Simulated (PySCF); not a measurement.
## Polarisability and C₆ of W³⁺ (tungsten, charge +3)

[Xe] 4f14 5d3, high-spin 4F determinant. All numbers are calculated (PySCF 2.14, scalar relativity through the core potential, in aug-cc-pVQZ-PP with ECP60MDF (7s7p6d4f3g2h, 135 functions)). Coupled (time-dependent) response in atomic units; α is the mean over directions.

```
method  mean α (bohr³)  C₆ (like pair)  S(−4)
  MN15           7.744           37.90  20.91
```

S(−4) is the Cauchy moment in α(ω) = α(0) + S(−4) ω² + …

Spin-orbit coupling is absent.

α(iu) at MN15:

```tsv
u (hartree)	α(iu) (bohr³)
0	7.744
0.0500	7.693
0.100	7.545
0.200	7.044
0.300	6.423
0.500	5.252
0.750	4.136
1.00	3.325
1.50	2.256
2.00	1.607
3.00	0.9083
5.00	0.3895
```

A single London oscillator, α(iu) = α/(1 + u²/ω²), gives C₆ = (3/4) ω α². Matching the computed C₆ needs ω = 4 × 37.90 / (3 × 7.744²) = 0.843 hartree.

For an ion, C₆ is the dispersion term alone; charge-induced terms of lower order in 1/R come first.

Energies and moments cover only the electrons outside the core potential. Spin-orbit coupling, absent here, splits the open shell strongly.
